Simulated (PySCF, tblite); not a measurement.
A database entry of computed molecular properties. Lists by class give the value and the number of equivalent atoms.

```json
{
 "formula": "C7H10O2S",
 "smiles": "C=C[C@H]1CC=CS(=O)(=O)C1",
 "inchi": "InChI=1S/C7H10O2S/c1-2-7-4-3-5-10(8,9)6-7/h2-3,5,7H,1,4,6H2/t7-/m0/s1",
 "charge": 0,
 "multiplicity": 1,
 "geometry_level": "GFN2-xTB",
 "electronic_structure_code": "PySCF",
 "results": {
  "GFN2-xTB geometry": {
   "point_group": "C1",
   "rotational_constants_GHz": [2.058, 0.863, 0.718]
  },
  "PBE0/pcSseg-1 ground state and GIAO shieldings, non-relativistic": {
   "dipole_D": 5.51,
   "homo_eV": -7.94,
   "lumo_eV": -0.81,
   "shift_vs_computed_TMS_C_by_class_ppm": [
    [148.3, 1],
    [144.3, 1],
    [141.3, 1],
    [124.2, 1],
    [63.2, 1],
    [42.5, 1],
    [37.8, 1]
   ],
   "shift_vs_computed_TMS_H_by_class_ppm": [
    [6.6, 1],
    [6.49, 1],
    [5.93, 1],
    [5.68, 1],
    [5.47, 1],
    [3.15, 1],
    [2.92, 1],
    [2.63, 1],
    [2.29, 1],
    [2.01, 1]
   ],
   "shielding_other_nuclei_by_class_ppm": [
    ["O", 109.9, 1],
    ["O", 131.5, 1],
    ["S", 213.5, 1]
   ]
  },
  "GFN2-xTB harmonic vibrations, gas phase": {
   "strongest_ir_bands_cm-1_km_per_mol_modes": [
    [388.7, 66.1, 1],
    [785.2, 168.5, 1],
    [1097.4, 88.4, 1],
    [1122.8, 228.7, 1],
    [1246.3, 427.8, 1],
    [1262.2, 52.3, 1]
   ],
   "zpe_kcal_per_mol": 97.7
  }
 }
}
```

The dipole equals about 18.4 × 10⁻³⁰ C·m (1 D = 3.33564 × 10⁻³⁰ C·m). The rotational constants make it an asymmetric top with κ = (2B − A − C)/(A − C) = -0.78, nearer the prolate limit (−1).

For the NMR shielding job (PBE0/pcSseg-1), on one thread of an x86-64 server, shared host, this took 65 s.

One conformer stands for the species.
